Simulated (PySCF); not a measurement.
B(H)(Me)2 (C₂H₇B), SMILES CBC.

The structure is a stationary point at TPSSh-D3(BJ)/def2-TZVP.

These are TDDFT-M06-2X/def2-SVPD in PySCF 2.14.0 values and carry that method's errors.

Vertical excitations. Gas-phase values at a fixed geometry. State labels are in the subgroup C2.

Computed lowest excited states:
```json
[
 {"state": "S1", "symmetry": "B", "energy (eV)": "6.03", "λ (nm)": "206", "f": "0.002", "main pairs": "HOMO→LUMO 97 %"},
 {"state": "S2", "symmetry": "A", "energy (eV)": "6.29", "λ (nm)": "197", "f": "0.001", "main pairs": "HOMO−1→LUMO 97 %"},
 {"state": "S3", "symmetry": "A", "energy (eV)": "8.34", "λ (nm)": "149", "f": "0.002", "main pairs": "HOMO→LUMO+1 97 %"},
 {"state": "S4", "symmetry": "B", "energy (eV)": "8.47", "λ (nm)": "146", "f": "0.058", "main pairs": "HOMO−1→LUMO+1 95 %"},
 {"state": "S5", "symmetry": "A", "energy (eV)": "9.10", "λ (nm)": "136", "f": "0.000", "main pairs": "HOMO−3→LUMO 96 %"},
 {"state": "S6", "symmetry": "B", "energy (eV)": "9.26", "λ (nm)": "134", "f": "0.146", "main pairs": "HOMO−2→LUMO 92 %"},
 {"state": "S7", "symmetry": "B", "energy (eV)": "9.41", "λ (nm)": "132", "f": "0.100", "main pairs": "HOMO→LUMO+2 86 %"},
 {"state": "S8", "symmetry": "A", "energy (eV)": "9.54", "λ (nm)": "130", "f": "0.166", "main pairs": "HOMO→LUMO+3 48 %, HOMO−1→LUMO+2 44 %"},
 {"state": "S9", "symmetry": "A", "energy (eV)": "9.67", "λ (nm)": "128", "f": "0.155", "main pairs": "HOMO−1→LUMO+2 50 %, HOMO→LUMO+3 43 %"},
 {"state": "S10", "symmetry": "B", "energy (eV)": "9.81", "λ (nm)": "126", "f": "0.025", "main pairs": "HOMO−1→LUMO+3 89 %"},
 {"state": "T1", "symmetry": "B", "energy (eV)": "5.62", "λ (nm)": "221", "f": "0", "main pairs": "HOMO→LUMO 96 %"},
 {"state": "T2", "symmetry": "A", "energy (eV)": "5.90", "λ (nm)": "210", "f": "0", "main pairs": "HOMO−1→LUMO 96 %"},
 {"state": "T3", "symmetry": "A", "energy (eV)": "8.23", "λ (nm)": "151", "f": "0", "main pairs": "HOMO→LUMO+1 95 %"},
 {"state": "T4", "symmetry": "B", "energy (eV)": "8.36", "λ (nm)": "148", "f": "0", "main pairs": "HOMO−1→LUMO+1 84 %"}
]
```
Triplets are in the Tamm–Dancoff approximation, which puts them higher than full response would, so one can lie above its singlet here.
